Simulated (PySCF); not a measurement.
## Working out the ionisation energy of N(2+)

N(2+) [He] 2s2 2p1 (2P) → N(3+) [He] 2s2 (1S). All numbers are calculated (PySCF 2.14, scalar relativity by spin-free X2C-1e, in x2c-SVPall). Frozen: 1s2. Energies in hartree (1 hartree = 27.21139 eV):

```
            part  N(2+) (lower)  N(3+) (upper)
             UHF     -52.771246     -51.025302
CCSD correlation      -0.075673      -0.086314
             (T)      -0.000627       0.000000
```

Q: What does Hartree-Fock give?

A: (-51.025302) − (-52.771246) = 1.745944 hartree = 47.510 eV.

Q: What do CCSD and CCSD(T) give?

A: The CCSD correlation energies differ by -0.010641 hartree = -0.290 eV and the triples by 0.000627 hartree = 0.017 eV, so CCSD gives 47.220 eV and CCSD(T) 47.237 eV.

Reference: 47.445 eV (semi-empirical (NIST evaluation); NIST Atomic Spectra Database, ionization energies), between the lowest levels; spin-orbit coupling is absent from the calculation.

A double-zeta basis recovers only part of the correlation energy.

The coupled-cluster amplitudes are large, so a single reference is strained.

What remains against the reference includes basis incompleteness, the frozen core and higher excitations.
